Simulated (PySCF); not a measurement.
## Telling isomers of C$_{6}$H$_{12}$Si apart by NMR

Isolated molecule, equivalent nuclei averaged, non-relativistic Hamiltonian, a single conformation. Geometry from GFN2-xTB; NMR shieldings at PBE0/pcSseg-1/GIAO; PySCF.

δ = σ(ref) − σ, references computed at the same level: 1H and 13C vs TMS. Where no couplings were computed, multiplicities follow the n + 1 count of equivalent neighbours, and m marks all less simple cases (inequivalent or close neighbours, rings, F or P nearby). Shifts are as computed. Against solution values, carbons near 30 ppm lie about +3 ppm off and those near 130 ppm about +5 ppm. Of 1211 compounds with measured shifts, 218 miss one by over three times the rms of a fit or turn the order of signals round; such compounds aren't used in these exercises.

(1) Tabulate the signals of `CC(C)C1=C[SiH2]C1`, `C1C[C@@H](C2CC2)[SiH2]1`, `C=C(C)C1C[SiH2]C1` and their relative energies.

(2) What is the quickest way to tell C1C[C@@H](C2CC2)[SiH2]1 from C=C(C)C1C[SiH2]C1?

(3) What is the quickest way to tell CC(C)C1=C[SiH2]C1 from C1C[C@@H](C2CC2)[SiH2]1?

(4) What is the quickest way to tell CC(C)C1=C[SiH2]C1 from C=C(C)C1C[SiH2]C1?

## Answers

(1) 
```json
{"SMILES": "CC(C)C1=C[SiH2]C1", "carbon types": "1×C 2×CH 1×CH2 2×CH3", "δC": "183.4, 130.5, 41.1, 22.6, 13.6", "δH": "5.73 (t, 1H), 4.83 (m, 2H), 2.58 (sept, 1H), 1.75 (m, 2H), 1.14 (d, 6H)", "E rel. (kcal/mol)": "0.0"}
{"SMILES": "C1C[C@@H](C2CC2)[SiH2]1", "carbon types": "2×CH 4×CH2", "δC": "35.7, 31.1, 15.8, 6.9, 5.0, 3.9", "δH": "4.51 (m, 1H), 4.41 (m, 1H), 2.83 (m, 1H), 2.60 (m, 1H), 2.16 (m, 1H), 1.39 (m, 1H), 1.10 (m, 1H), 0.93 (m, 1H), 0.51 (m, 1H), 0.37 (m, 1H), 0.22 (m, 1H), -0.28 (m, 1H)", "E rel. (kcal/mol)": "10.5"}
{"SMILES": "C=C(C)C1C[SiH2]C1", "carbon types": "1×C 1×CH 3×CH2 1×CH3", "δC": "173.1, 115.0, 40.4, 29.0, 20.9", "δH": "5.42 (m, 1H), 5.34 (m, 1H), 4.94 (m, 1H), 4.82 (m, 1H), 2.77 (m, 1H), 2.04 (m, 2H), 1.97 (s, 3H), 1.44 (m, 2H)", "E rel. (kcal/mol)": "7.3"}
```

Energies are electronic energies at PBE0/pcSseg-1 on these geometries, without zero-point or thermal terms, each for the one conformer computed, which needn't be the lowest.

(2) Count the carbon signals: 6 against 5. The first has a three-membered-ring carbon (CH) at 15.8 ppm, the second a fully substituted alkene carbon (C) at 173.1 ppm. Their most deshielded carbons lie at 35.7 and 173.1 ppm. In the proton spectra the most deshielded non-exchanging signals are 4.51 (m, 1H) and 5.42 (m, 1H).

(3) Count the carbon signals: 5 against 6. The first has a fully substituted alkene carbon (C) at 183.4 ppm, the second a three-membered-ring carbon (CH) at 15.8 ppm. Their most deshielded carbons lie at 183.4 and 35.7 ppm. In the proton spectra the most deshielded non-exchanging signals are 5.73 (t, 1H) and 4.51 (m, 1H).

(4) Both give the same number of carbon signals, but DEPT or the intensities differ. The first has an alkene CH at 130.5 ppm, the second a terminal =CH2 carbon at 115.0 ppm. Their most deshielded carbons lie at 183.4 and 173.1 ppm.
